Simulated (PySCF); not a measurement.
## Removing the step error of a finite difference

System: HF3Sn (SMILES [F][SnH]([F])[F]), singlet, at a GFN2-xTB geometry (such geometries of metal compounds can be far from the true shape) (core potentials on Sn). Level: PySCF with PBE/def2-SVP, polarisability. Sums are taken with unrounded values, so a last digit can differ.

Second differences of the energy in a field along z gave a polarisability along z of 30.197 bohr³ at step 0.005 and 30.252 bohr³ at step 0.02 (atomic units).

Question: Extrapolate to zero step.

Answer: The leading error of a symmetric difference goes as h², so A(h) = A0 + c h². Then c = (30.252 - (30.197))/(0.02² - 0.005²) = 146 (atomic units) and A0 = 30.197 - c × 0.005² = 30.194 bohr³. The analytic value from the same program and level is 30.194 bohr³: the smaller step missed it by 0.004, the extrapolation by 0.000.
